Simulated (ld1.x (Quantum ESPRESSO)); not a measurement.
**Building the PAW potential for Nd (PBE, scalar-relativistic).**

| Item | Value |
| --- | --- |
| Element | neodymium |
| Generator | ld1.x (Quantum ESPRESSO) 7.5 |
| Type | PAW |
| Functional | PBE |
| Relativity | scalar-relativistic |
| Frozen core | [Kr] 4d10 5s2 |
| Valence charge | 12 |
| Reference configuration | 4f4 5p6 5d0 6s0 6p0 (charge +2) |
| Partial waves | 6s (bound, empty): rcut 2.35, rcutus 2.80 bohr; 6s channel at 0.7 Ry: rcut 2.35, rcutus 2.80 bohr; 5p (bound): rcut 2.20, rcutus 2.75 bohr; 6p (bound, empty): rcut 2.20, rcutus 2.75 bohr; 5d (bound, empty): rcut 1.85, rcutus 2.45 bohr; 5d channel at 2.5 Ry: rcut 1.85, rcutus 2.45 bohr; 4f (bound): rcut 0.95, rcutus 1.00 bohr; 4f channel at 2.9 Ry: rcut 0.95, rcutus 1.00 bohr |
| Local potential | all-electron potential smoothed inside 1.85 bohr (lloc = -1) |
| Core correction | Bessel-smoothed model core inside 0.60 bohr |
| Augmentation charge | PSQ, inside the norm-conserving radii |

Calculated quality:

| Property | Result |
| --- | --- |
| Configuration tests | test run stopped at test 1 of 7 (negative rho) |
| Lowest eigenvalue of the overlap operator | -0.11 (p channel); it is negative, so in a basis up to 400 Ry S is not positive definite and the file is unfit for use |
| Density cutoff estimated by the generator | 655 Ry |

The ghost test of this file was not conclusive. Its overlap operator is not positive definite in a basis up to 400 Ry (lowest eigenvalue s -0.04, p -0.11), so the file is unfit for use: the generalised eigenproblem breaks down once the basis is large enough, and its test numbers describe a broken file.

Generation and tests took about 1.3 s on one core of a shared server CPU.
